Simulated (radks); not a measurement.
Species: Ir43+. Configuration: [Ar] 3d10 4s2 4p4 (the NIST ground configuration). All-electron calculation, scalar-relativistic Kohn-Sham, BLYP, spin-polarised, spherical densities, finite nucleus; open shells are filled with parallel spins first (spin-orbit coupling, left out, can overturn this in heavy ions); Fermi nuclear charge, rms radius 5.4032 fm. Program: a radial shooting solver on a logarithmic mesh with Libxc functionals.

Normalised radial functions P(r) = r R(r), r in bohr:

r	4s up	4p down	4d up
0.0006522	0.1440	0.0031	0.0000
0.0009349	0.1893	0.0057	0.0000
0.00134	0.2460	0.0103	0.0001
0.001921	0.3142	0.0187	0.0002
0.002753	0.3913	0.0338	0.0005
0.003946	0.4693	0.0607	0.0012
0.00561	0.5290	0.1064	0.0031
0.008042	0.5418	0.1847	0.0080
0.01153	0.4581	0.3087	0.0205
0.01652	0.2262	0.4856	0.0510
0.02368	-0.1694	0.6928	0.1210
0.03394	-0.6264	0.8384	0.2670
0.04865	-0.8481	0.7333	0.5300
0.06973	-0.4458	0.1769	0.8973
0.09995	0.5695	-0.7217	1.1797
0.1433	1.2289	-1.1945	0.9454
0.2037	0.3445	-0.3472	-0.1043
0.292	-1.4709	1.3503	-1.4711
0.4185	-1.8627	1.8579	-1.7844
0.5998	-0.7600	0.8574	-0.8691
0.8597	-0.0945	0.1278	-0.1502
1.232	-0.0025	0.0043	-0.0064

4s up: eigenvalue -2405.7 eV, 3 radial nodes at r = 0.0206, 0.0829, 0.218 bohr, <r> = 0.377 bohr, 90 % of the charge inside 0.533 bohr. 4p down: eigenvalue -2204.5 eV, 2 radial nodes at r = 0.0753, 0.220 bohr, <r> = 0.388 bohr, 90 % of the charge inside 0.553 bohr. 4d up (empty): eigenvalue -1999.0 eV, 1 radial node at r = 0.198 bohr, <r> = 0.384 bohr, 90 % of the charge inside 0.558 bohr.
